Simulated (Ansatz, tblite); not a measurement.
Spin states of the cluster Ag2Cl⁺ (the lowest singlet isomer of a short search), each relaxed with PBE0-D4/def2-TZVP in Ansatz. Electronic energies in the gas phase.

In the def2 sets Ag takes a core potential; there is no spin–orbit coupling. The xTB rows come from tblite. HSE06 is defined as in plane-wave codes, on full-range PBE exchange. Correlated methods freeze 5 core orbitals; core or outer-core shells of Ag are correlated, in sets that lack core-valence functions. HOMO above LUMO, or a gap near zero within one spin, warns that the state may not be the lowest or that an electron is smeared out. The structure comes from a short search, and lower isomers may exist.

Singlet geometry (C2v within 0.1 Å):

```xyz
3

Ag    1.4390    1.5027   -0.4228
Ag   -1.6878   -0.9368    0.8838
Cl    0.2488   -0.5658   -0.4610
```

Triplet geometry (D∞h within 0.1 Å):

Cartesian coordinates in Å:
```
Ag -0.402 -2.504 0.120
Ag 0.399 2.505 -0.112
Cl 0.003 -0.001 -0.008
```

Quintet geometry (C2v within 0.1 Å):

| atom | x (Å) | y (Å) | z (Å) |
| --- | --- | --- | --- |
| Ag1 | -1.3679 | 0.5061 | -1.5464 |
| Ag2 | 0.5024 | -0.5616 | 1.9877 |
| Cl3 | 0.8655 | 0.0555 | -0.4413 |

⟨S²⟩: triplet 2.01 at PBE0-D4/def2-TZVP (pure 2.00), quintet 6.01 at PBE0-D4/def2-TZVP (pure 6.00).

Run but left out: LDA (SPW92)/def2-TZVP (triplet: an occupied level 0.08 eV above an empty one); LDA (SPW92)/def2-TZVP (quintet: an occupied level 0.01 eV above an empty one).

Only these spin states were relaxed.

Second-order perturbation terms are unreliable where d shells bring near-degenerate states, and here PBE-QIDH/def2-TZVP lies more than 0.4 eV from the median of the functionals without such a term.

```
              level  triplet − singlet (kcal/mol)  quintet − singlet (kcal/mol)  lowest of these
           GFN2-xTB                          82.5                         179.2          singlet
       HF/def2-TZVP                          99.9                         187.4          singlet
r2SCAN-D4/def2-TZVP                          77.1                         166.4          singlet
 PBE-QIDH/def2-TZVP                         104.0                         204.0          singlet
  RPA@PBE/def2-TZVP                          78.2                         166.7          singlet
```

(1) Estimate the rows for GFN1-xTB, PBE-D4/def2-TZVP, B97M-V/def2-TZVP, PBE0-D4/def2-TZVP, HSE06-D4/def2-TZVP.

## Answers

(1) 
```json
{"level": "GFN1-xTB", "triplet − singlet (kcal/mol)": "58.4", "quintet − singlet (kcal/mol)": "140.9", "lowest of these": "singlet", "remarks": "–"}
{"level": "PBE-D4/def2-TZVP", "triplet − singlet (kcal/mol)": "70.5", "quintet − singlet (kcal/mol)": "161.9", "lowest of these": "singlet", "remarks": "gap within one spin near zero (triplet)"}
{"level": "B97M-V/def2-TZVP", "triplet − singlet (kcal/mol)": "75.3", "quintet − singlet (kcal/mol)": "170.4", "lowest of these": "singlet", "remarks": "–"}
{"level": "PBE0-D4/def2-TZVP", "triplet − singlet (kcal/mol)": "88.2", "quintet − singlet (kcal/mol)": "182.1", "lowest of these": "singlet", "remarks": "–"}
{"level": "HSE06-D4/def2-TZVP", "triplet − singlet (kcal/mol)": "87.0", "quintet − singlet (kcal/mol)": "181.8", "lowest of these": "singlet", "remarks": "–"}
```

The xTB methods have no spin-polarisation term.
